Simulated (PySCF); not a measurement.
Symmetry of computed structures. Method used: PBE0/pcSseg-1 in PySCF (dipole) on a GFN2-xTB geometry, gas phase. The symmetry is that of the one conformer found, every atom within 0.08 Å of its image; none is proved a minimum here.

What symmetry has `[CH3:1][O:2][c:3]1[cH:4][cH:5][c:6]([O:7][CH3:8])[cH:9][cH:10]1` with C1–O2–C3–C4 180°, C5–C6–O7–C8 0°, H–C1–O2–C3 61° (nearest H), H–C8–O7–C6 61° (nearest H)?

C2h; near-prolate asymmetric top; symmetry number 2; 4 operations, which sort the 20 atoms into 9 sets; dipole forbidden by symmetry (computed 0.01 D).

Point group, rotor type and polarity of `[CH3:1][Si@H:2]1[CH2:3][CH2:4][P@@H:5](=[S:6])[CH2:7][CH2:8]1` with C1–Si2–C3–C4 172°, Si2–C3–C4–P5 -62°, C3–C4–P5–S6 -59°, C4–P5–C7–C8 -70°?

Cs; near-prolate asymmetric top; symmetry number 1; 2 operations, which sort the 21 atoms into 14 sets; dipole 4.06 D, in the ac plane, which is the mirror; A, B, C = 1898, 802.8, 780.5 MHz; heavy atoms equivalent by symmetry: C3/C8, C4/C7.

What symmetry has `[CH3:1][n:2]1[cH:3][cH:4][c:5]([CH2:6][C:7]([F:8])([F:9])[F:10])[cH:11]1` with C4–C5–C6–C7 -88°?

C1; near-prolate asymmetric top; symmetry number 1; this conformer is chiral (no improper operation); dipole 4.00 D; A, B, C = 2704, 599.8, 558.7 MHz.
